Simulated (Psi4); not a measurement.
C₄H₁₂O₄Si, charge +1, doublet, at a GFN2-xTB geometry (a state made from the parent by changing its charge; the spin is typed, not shown lowest), with bond 11-1 at 1.3 times its length; HF/6-31G (Psi4).

The Psi4 input:
```
memory 2 GB

molecule mol {
1 2
C    -0.116706   -2.242787   -1.651739
O    -0.102681   -0.884679   -1.351158
Si    0.000960   -0.000444   -0.000586
O    -0.638942    1.452848   -0.306087
C    -1.695809    1.935980   -1.071502
O    -0.777748   -0.797089    1.171520
C    -0.745073   -0.806141    2.562597
O     1.529156    0.224391    0.479747
C     2.548875    1.116982    0.165966
H    -0.545754   -2.834316   -0.843363
H     1.207793   -2.688413   -1.933802
H    -0.700107   -2.371217   -2.570587
H    -1.452188    2.965517   -1.356640
H    -2.607337    1.977752   -0.463394
H    -1.867543    1.326179   -1.958175
H     0.248344   -0.576683    2.947317
H    -1.474361   -0.088411    2.956837
H    -1.062707   -1.801419    2.892949
H     3.180563    0.695770   -0.625347
H     2.160172    2.087032   -0.142859
H     3.179340    1.223627    1.056063
}

set {
  basis 6-31g
  reference uhf
  scf_type dfdirj+link
}

energy('scf')
print_variables()
```

Write the output that Psi4 gives for this input, abridged.


```
   => Loading Basis Set <=

    Name: 6-31G
    Role: ORBITAL
    Keyword: BASIS

         ---------------------------------------------------------
                                   SCF
               by Justin Turney, Rob Parrish, Andy Simmonett
                          and Daniel G. A. Smith
                              UHF Reference
         ---------------------------------------------------------

  ==> Geometry <==

    Molecular point group: c1
    Full point group: C1

    Geometry (in Angstrom), charge = 1, multiplicity = 2:

       Center              X                  Y                   Z               Mass
    ------------   -----------------  -----------------  -----------------  -----------------
         C           -0.118988861703    -2.241986617283    -1.651150577592    12.000000000000
         O           -0.104963861703    -0.883878617283    -1.350569577592    15.994914619570
         SI          -0.001322861703     0.000356382717     0.000002422408    27.976926534650
         O           -0.641224861703     1.453648382717    -0.305498577592    15.994914619570
         C           -1.698091861703     1.936780382717    -1.070913577592    12.000000000000
         O           -0.780030861703    -0.796288617283     1.172108422408    15.994914619570
         C           -0.747355861703    -0.805340617283     2.563185422408    12.000000000000
         O            1.526873138297     0.225191382717     0.480335422408    15.994914619570
         C            2.546592138297     1.117782382717     0.166554422408    12.000000000000
         H           -0.548036861703    -2.833515617283    -0.842774577592     1.007825032230
         H            1.205510138297    -2.687612617283    -1.933213577592     1.007825032230
         H           -0.702389861703    -2.370416617283    -2.569998577592     1.007825032230
         H           -1.454470861703     2.966317382717    -1.356051577592     1.007825032230
         H           -2.609619861703     1.978552382717    -0.462805577592     1.007825032230
         H           -1.869825861703     1.326979382717    -1.957586577592     1.007825032230
         H            0.246061138297    -0.575882617283     2.947905422408     1.007825032230
         H           -1.476643861703    -0.087610617283     2.957425422408     1.007825032230
         H           -1.064989861703    -1.800618617283     2.893537422408     1.007825032230
[...]
   @UHF iter  16:  -746.31377859029089   -1.10404e-07   1.14867e-06 DIIS
   @UHF iter  17:  -746.31377874212990   -1.51839e-07   9.51488e-07 DIIS
  Energy and wave function converged.

  ==> Post-Iterations <==

   @Spin Contamination Metric:   4.009751236E-02
   @S^2 Expected:                7.500000000E-01
   @S^2 Observed:                7.900975124E-01
   @S   Expected:                5.000000000E-01
   @S   Observed:                5.000000000E-01

    Orbital Energies [Eh]
    ---------------------

    Alpha Occupied:

[...]
    Alpha Virtual:

[...]
    Beta Occupied:

[...]
      40A     -0.586838

    Beta Virtual:

[...]
    Final Occupation by Irrep:
              A
    DOCC [    40 ]
    SOCC [     1 ]
    NA   [    41 ]
    NB   [    40 ]

  @UHF Final Energy:  -746.31377874212990

   => Energetics <=

    Nuclear Repulsion Energy =            626.5092550951291059
    One-Electron Energy =               -2258.0349295269393224
    Two-Electron Energy =                 885.2118956896804320
    Total Energy =                       -746.3137787421298981

  UHF NO Occupations:
  HONO-2 :   39  A 1.9986286
  HONO-1 :   40  A 1.9828539
  HONO-0 :   41  A 1.0000000
  LUNO+0 :   42  A 0.0171461
  LUNO+1 :   43  A 0.0013714
  LUNO+2 :   44  A 0.0006572
  LUNO+3 :   45  A 0.0004484

Computation Completed

Properties will be evaluated at   0.000000,   0.000000,   0.000000 [a0]

Properties computed using the SCF density matrix

 Multipole Moments:

 ------------------------------------------------------------------------------------
     Multipole            Electronic (a.u.)      Nuclear  (a.u.)        Total (a.u.)
 ------------------------------------------------------------------------------------

 L = 1.  Multiply by 2.5417464519 to convert [e a0] to [Debye]
 Dipole X            :         -0.1624822            0.2238614            0.0613792
 Dipole Y            :         -1.8801829           -0.0702876           -1.9504705
 Dipole Z            :         -1.9424482           -0.0318350           -1.9742832
 Magnitude           :                                                    2.7759497

 ------------------------------------------------------------------------------------

  Variable Map:
  ----------------------------------------------------------------------------
[...]
  Array Variable Map:
  ----------------------------------------------------------------------------
[...]
[...]
```
